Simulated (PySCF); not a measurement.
Be(F)(SH) (BeFHS), SMILES [F][Be][SH].

Geometry optimised at r2SCAN-D4/def2-TZVP. One conformer was computed; it need not be the lowest.

Two levels are set side by side: PBE/def2-TZVPD (PySCF) and M06-2X/def2-TZVPD (PySCF). Same geometry, gas phase. Differences are taken from unrounded values.

```csv
quantity,PBE
orbital gap (eV),5.33
highest occupied level (eV),-6.72
lowest empty level (eV),-1.40
dipole moment (D),0.85
mean polarisability (bohr³),37.9
```

Task: These are the PBE values. What does M06-2X give? (The exact figures need the calculation; the answer reports its results.)

Result: 
```csv
quantity,M06-2X,PBE minus M06-2X
orbital gap (eV),8.64,-3.31
highest occupied level (eV),-9.11,2.38
lowest empty level (eV),-0.47,-0.93
dipole moment (D),0.89,-0.04
mean polarisability (bohr³),35.3,2.6
```

Without exact exchange PBE keeps part of each electron's self-repulsion, which lifts occupied levels and narrows the gap. PBE's more diffuse valence density responds more strongly to a field. Differences between two approximate levels are no errors against the true value.
